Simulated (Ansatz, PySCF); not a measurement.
Gas-phase reaction (SMILES): C[Si](O)(O)O + F (HF) → O[Si](O)(O)F [fluoro(trihydroxy)silane] + C (CH4); hydrogen fluoride cleaves one Si-C bond, a model of a ligand-exchange step.

Structures are relaxed separately at B3LYP-D3(BJ)/def2-TZVP in Ansatz (a quantum-chemistry and plane-wave program), one conformer each, not searched for the lowest. Cores are frozen in the correlated levels unless marked. No spin-orbit coupling. No relativistic terms. Basis-set limits of correlation are two-point, X^-3; Hartree-Fock from the larger set. Thermal terms are rigid-rotor harmonic-oscillator values from B3LYP-D3(BJ) frequencies (Ansatz or PySCF) at 298.15 K and 1 atm. 1 Eh = 627.5095 kcal/mol.

```csv
species,"E, CCSD(T)/CBS(cc-pV(T+d)Z,cc-pV(Q+d)Z) (Ansatz) (Eh)","E, r2SCAN-D4/def2-TZVPD (Ansatz + dftd4) (Eh)",H - E (Eh)
C[Si](O)(O)O,-556.43630,-557.03555,0.08835
F (HF),-100.39146,-100.44728,0.01259
O[Si](O)(O)F,-616.43007,-617.04429,0.05355
C (CH4),-40.45816,-40.49957,0.04840
```

Question: Work out ΔE and ΔH at 298.15 K at the first level, then ΔH at the second.

Answer: 
1. ΔE = [(-616.43007) + (-40.45816)] - [(-556.43630) + (-100.39146)] = -0.06047 Eh = -37.9 kcal/mol at CCSD(T)/CBS(cc-pV(T+d)Z,cc-pV(Q+d)Z).
2. The terms H - E add up to 0.00101 Eh, so ΔH = (-0.06047 + (0.00101))×627.5095 = -37.3 kcal/mol.
3. At r2SCAN-D4/def2-TZVPD the same steps give ΔE = -38.3 and ΔH = -37.7 kcal/mol, a shift of -0.4 from the first level.
4. These values are not checked against measurement here, since the tables used lack a sound gas-phase enthalpy of formation for at least one species.
